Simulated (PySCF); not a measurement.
A structure optimised at PBE-D3(BJ)/def2-SVP, used in a PySCF frequency run:

```
Si
O 1 1.7181
H 1 1.4991 2 104.25
H 1 1.5012 3 110.83 2 118.55
H 1 1.5026 3 110.88 4 122.53
Se 2 1.8191 1 117.36 3 -177.60
Br 6 2.3595 2 102.89 1 -80.53
```
Charge 0, spin multiplicity 1.

Q: Write its SMILES and formula.

A: [SiH3]O[Se]Br, BrH3OSeSi

Q: What are its rotational constants (standard atomic weights)?

A: 3.2781, 1.1421, 0.88633 GHz
